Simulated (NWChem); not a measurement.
A series in which one site is exchanged, each optimised at PBE0/def2-SVP with NWChem, gas phase unless a solvent is named. This build's default masses of Se (78.918 u) and Br (79.917 u) are each other's, which moves their modes by up to 0.6 %. Some are not confirmed as minima by frequencies. def2 effective core potentials on Cd, Te; no spin-orbit coupling.

A: [GeH3][Te]Br (GeH3TeBr; site = Te)
B: [GeH3][Se]Br (GeH$_{3}$SeBr; site = Se)
C: [GeH3][Be][Br] (BeGeH₃Br; site = Be)
D: [GeH3][Cd][Br] (CdGeH$_{3}$Br; site = Cd)

Values for A:

| Item | Result |
|---|---|
| dipole (D), PBE0/def2-SVP | 2.14 |
| orbital gap (eV), PBE0/def2-SVP | 3.67 |
| static polarisability, PBE/def2-SVPD (bohr³) | 102.2 |
| lowest singlet excitation, PBE/def2-SVPD, TDA (eV) | 2.08 |

Q: How do these values change for the other members?

A: 
```json
[
 {"change from A": "dipole (D), PBE0/def2-SVP", "B": "-0.25", "C": "-2.09", "D": "+0.31"},
 {"change from A": "orbital gap (eV), PBE0/def2-SVP", "B": "+0.57", "C": "+3.33", "D": "+3.00"},
 {"change from A": "static polarisability, PBE/def2-SVPD (bohr³)", "B": "-15.1", "C": "-24.9", "D": "-3.0"},
 {"change from A": "lowest singlet excitation, PBE/def2-SVPD, TDA (eV)", "B": "+0.39", "C": "+3.47", "D": "+2.63"}
]
```
